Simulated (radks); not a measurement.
Results of a calculation; reference values are marked as such.
The nuclear charge of neutral scandium is varied continuously with 21 electrons held in [Ar] 3d1 4s2. Code: a radial shooting solver on a logarithmic mesh with Libxc functionals. Model: non-relativistic Kohn-Sham, r2SCAN, spin-polarised, spherical densities, point nucleus; open shells are filled with parallel spins first; meta-GGA in the generalised Kohn-Sham scheme. By the Hellmann-Feynman theorem dE/dZ = E(electron-nucleus)/Z, the electronic potential at the nucleus.

Z	E (hartree)	E(electron-nucleus)/Z (hartree)	HOMO	e(HOMO) (eV)	<r> HOMO (bohr)
20.8	-743.51952	-84.6683	3d	-1.652	2.019
20.9	-752.01271	-85.1951	3d	-2.570	1.907
21	-760.55850	-85.7205	3d	-3.560	1.817
21.1	-769.15678	-86.2449	3d	-4.614	1.741
21.2	-777.80745	-86.7684	4s	-5.403	3.678
21.3	-786.51044	-87.2911	4s	-6.115	3.587
21.4	-795.26566	-87.8132	4s	-6.853	3.501
21.5	-804.07306	-88.3347	4s	-7.617	3.421
21.6	-812.93258	-88.8557	4s	-8.406	3.346
21.7	-821.84419	-89.3762	4s	-9.220	3.276
21.8	-830.80782	-89.8964	4s	-10.057	3.209
21.9	-839.82345	-90.4161	4s	-10.918	3.145
22	-848.89104	-90.9356	4s	-11.802	3.086

The central difference of E at Z = 21 is -85.720 hartree, to compare with the third column; the second derivative is -5.25 hartree.
